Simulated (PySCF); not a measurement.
Si(I)(NMe2) (C2H6INSi), SMILES [Si](I)N(C)C (connectivity only; charge and spin as stated), neutral, multiplicity 1.

The structure is a stationary point at B3LYP-D3(BJ)/def2-SVP. The def2 effective core potentials stand for the cores of I; spin–orbit coupling is left out. The values are those of a single conformer.

Computed with B3LYP-D3(BJ)/def2-SVP run with PySCF 2.14.0.

Frequencies are harmonic and unscaled.

```tsv
mode	ν (cm⁻¹)	IR (km/mol)	Raman (Å⁴/amu)	depolarisation	moving atoms (share of kinetic energy)
1	87	0.0	0.4	0.75	C 38 %, H 30 %, Si 27 %
2	146	2.0	5.6	0.55	C 36 %, I 25 %, Si 16 %, H 12 %, N 11 %
3	173	0.3	0.0	–	H 87 %
4	235	14.2	7.5	0.23	C 33 %, Si 22 %, H 16 %, I 16 %, N 13 %
5	250	0.8	0.6	0.75	H 85 %, N 10 %
6	331	7.0	0.3	0.75	N 53 %, H 39 %
7	385	29.8	3.1	0.65	Si 37 %, C 33 %, H 26 %
8	411	29.1	4.1	0.20	Si 45 %, C 27 %, H 17 %, N 10 %
9	665	32.8	22.4	0.17	C 39 %, Si 35 %, H 17 %, N 9 %
10	997	142.0	30.2	0.42	C 36 %, H 34 %, N 27 %
11	1073	5.5	4.1	0.71	H 68 %, C 26 %
12	1101	0.5	1.9	0.75	H 81 %, C 19 %
13	1161	4.3	0.1	0.75	H 68 %, C 19 %, N 12 %
14	1198	41.8	2.8	0.73	N 53 %, C 29 %, H 18 %
15	1301	26.1	25.2	0.31	N 38 %, H 38 %, C 22 %
16	1426	1.2	13.6	0.73	H 87 %, C 12 %
17	1451	2.3	25.4	0.75	H 97 %
18	1453	6.2	6.4	0.64	H 84 %, C 16 %
19	1469	16.7	9.1	0.61	H 97 %
20	1469	12.4	6.4	0.75	H 97 %
21	1495	5.6	46.5	0.63	H 94 %
22	2995	29.7	75.3	0.32	H 97 %
23	3000	96.4	376.7	0.05	H 97 %
24	3059	44.3	193.2	0.75	H 90 %, C 10 %
25	3066	9.8	68.3	0.75	H 90 %, C 10 %
26	3103	12.3	48.5	0.75	H 91 %, C 9 %
27	3158	1.3	17.8	0.67	H 91 %, C 9 %
```
